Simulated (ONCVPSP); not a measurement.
## lanthanum (La): excitation energies, all-electron against ONCV

lanthanum (La), optimised norm-conserving Vanderbilt (ONCV), made with ONCVPSP 4.0.1 (PW91, scalar-relativistic). Core [Xe], reference 5d1.5 6s1.5. Waves: 6s: rc 4.00 bohr, ncon 4, nbas 7, qcut 1.5 1/bohr, 2 projectors, debl 1.8 Ha; p scattering state at 0.14 Ha: rc 4.35 bohr, ncon 3, nbas 6, qcut 2.3 1/bohr, 2 projectors, debl 0.7 Ha; 5d: rc 4.00 bohr, ncon 4, nbas 9, qcut 3.1 1/bohr, 2 projectors, debl 2.5 Ha; f scattering state at 0.08 Ha: rc 3.80 bohr, ncon 4, nbas 8, qcut 3.3 1/bohr, 1 projector. Local part: polynomial inside 2.50 bohr (lpopt 5, dvloc0 2 Ha). Core correction: Teter function, fcfact 3.75, rcfact 1.05.

In the p channel the program set the typed energies aside and used 0.050, 0.750 Ha. In the f channel the program set the typed energies aside and used -0.131 Ha.

Energies are relative to the spin-unpolarised reference configuration 5d1.5 6s1.5; without spin polarisation the order of configurations can differ from experiment.

```csv
valence configuration,charge,ΔE all-electron (eV),error AE − PS (meV)
5d1 6s2,0,-0.349,+12
5d1 6s1,+1,5.658,+5.4
5d1 6s1.5,+0.5,2.071,+8.7
```

Problem. What are ΔE and the potential's error for 5d1 6s0?

Solution. ΔE = 16.573 eV all-electron; the error (AE − PS) is +106 meV.

Levels in the configuration 5d1 6s2:

| level | all-electron (eV) | pseudo (eV) |
| --- | --- | --- |
| 5d | -3.125 | -3.083 |
| 6s | -3.717 | -3.721 |

Note: no bound ghost flagged; GHOST(+) flagged for s at 36.5 eV.
